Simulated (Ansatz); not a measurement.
La(N(SiH3)2)3 (LaSi₆N₃H₁₈) was relaxed with PBE-D4 (def2-SVP) in Ansatz in these states: neutral singlet, neutral triplet. The geometries follow in no particular order.

In the def2 sets La takes a core potential; there is no spin–orbit coupling.

A:

| atom | x (Å) | y (Å) | z (Å) |
| --- | --- | --- | --- |
| La1 | -0.545 | -0.121 | -0.458 |
| N2 | -0.992 | -1.381 | 1.514 |
| Si3 | -2.549 | -2.028 | 1.187 |
| Si4 | 0.077 | -1.571 | 2.877 |
| H5 | -2.660 | -3.523 | 1.032 |
| H6 | -2.813 | -1.449 | -0.234 |
| H7 | -3.699 | -1.541 | 2.031 |
| H8 | -0.489 | -1.003 | 4.157 |
| H9 | 1.347 | -0.817 | 2.558 |
| H10 | 0.444 | -3.011 | 3.142 |
| N11 | -0.488 | 2.218 | -0.005 |
| Si12 | -1.731 | 2.815 | -1.027 |
| Si13 | 0.550 | 3.013 | 1.148 |
| H14 | -2.951 | 3.404 | -0.366 |
| H15 | -2.225 | 1.494 | -1.688 |
| H16 | -1.325 | 3.700 | -2.177 |
| H17 | 1.476 | 4.023 | 0.514 |
| H18 | 1.402 | 1.945 | 1.794 |
| H19 | -0.216 | 3.722 | 2.240 |
| N20 | 1.433 | -0.859 | -1.563 |
| Si21 | 3.061 | -0.702 | -0.962 |
| Si22 | 0.814 | -1.481 | -3.040 |
| H23 | 3.740 | -2.030 | -0.736 |
| H24 | 2.979 | 0.009 | 0.369 |
| H25 | 3.949 | 0.114 | -1.871 |
| H26 | 1.188 | -0.756 | -4.308 |
| H27 | -0.708 | -1.218 | -2.852 |
| H28 | 0.931 | -2.965 | -3.276 |

B:

```xyz
28

La    0.0453   -0.0310   -0.0285
N    -0.2064    1.3602   -2.0158
Si    1.1585    2.3464   -2.4803
Si   -1.7750    1.2738   -2.7800
H     1.6180    2.0722   -3.8918
H     2.2906    2.0201   -1.5319
H     0.8593    3.8239   -2.3686
H    -2.4682    2.6129   -2.8593
H    -2.6185    0.3425   -1.9346
H    -1.7012    0.6996   -4.1773
N     1.5468    0.6638    1.7650
Si    2.2325   -0.6004    2.7563
Si    1.7725    2.3890    1.9199
H     3.7417   -0.5773    2.7654
H     1.7723   -1.9201    2.1774
H     1.7580   -0.5230    4.1894
H     1.3696    2.9169    3.2761
H     0.8966    3.0383    0.8694
H     3.2027    2.8061    1.6593
N    -1.2638   -2.0765    0.2070
Si   -1.6596   -2.5165    1.8503
Si   -1.7282   -2.8931   -1.2655
H    -3.1467   -2.6054    2.0963
H    -1.0876   -1.4327    2.7396
H    -1.0369   -3.8336    2.2571
H    -1.2568   -4.3264   -1.3075
H    -1.0901   -2.1414   -2.4126
H    -3.2252   -2.8884   -1.4744
```

Judge from the bond lengths which geometry belongs to which state (an estimate).

A is the neutral singlet (La1–Si3 3.219 Å, La1–Si12 3.217 Å, La1–Si22 3.219 Å); B is the neutral triplet (La1–Si3 3.592 Å, La1–Si12 3.587 Å, La1–Si22 3.587 Å).

At PBE0-D4/def2-SVP a singlet lies 3.88 eV below the neutral triplet.
